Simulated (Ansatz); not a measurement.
Reaction (redistribution): `[OH][Hf]([SH])([SH])[SH]` + `[O]=[Mo]([OH])(=[S])[Cl]` → `[SH][Hf]([SH])([SH])[Cl]` + `[O]=[Mo]([OH])([OH])=[S]`

Computed with Ansatz on PBE0-D4/def2-TZVP structures; ΔE is electronic, products minus reactants. CBS: MP2 limit from def2 TZ/QZ plus the TZ coupled-cluster correction, frozen cores. Functionals use def2-TZVPP. def2 core potentials past Kr. For Hf, Mo outer-core shells are correlated without core-valence functions, which leaves a few kJ/mol of doubt a bond. One conformer a species, not always the lowest.

```
             level  ΔE (kJ/mol)  difference from CCSD(T)/CBS
         revPBE-D4         14.0                         -9.8
           PBE0-D4         15.8                         -8.0
            B2PLYP         24.4                          0.6
            revPBE         14.4                         -9.4
            r2SCAN         14.2                         -9.6
           r2SCANh         14.9                         -8.9
RPA@PBE/def2-TZVPP         20.4                         -3.4
     HF/def2-TZVPP         16.7                         -7.1
      HF/CBS(def2)         17.7                         -6.1
     MP2/CBS(def2)         38.8                         15.0
       CCSD(T)/CBS         23.8                            0
```

Task: What do rigid-rotor, harmonic-oscillator terms from PBE0-D4/def2-TZVP frequencies (298.15 K, 1 bar) make of the CCSD(T)/CBS value? (An estimate is asked.)

Result: The calculation gave: ΔZPE = +0.4 kJ/mol, ΔH = +23.9 kJ/mol, ΔS = -6 J/(mol·K), ΔG = +25.6 kJ/mol.

Largest T1 diagnostic among the species: 0.025, so the coupled-cluster value is less sure than usual.

In def2-TZVPP, CCSD(T) changes the Hartree–Fock value by +6.4 kJ/mol (the triples alone add +0.1 kJ/mol) and MP2 by +21.3 kJ/mol. Leaving LDA and LC-ωPBE aside and taking each functional with its dispersion term where it has one, the values, not all of them listed here, spread over 10.4 kJ/mol, from B97M-V to B2PLYP.
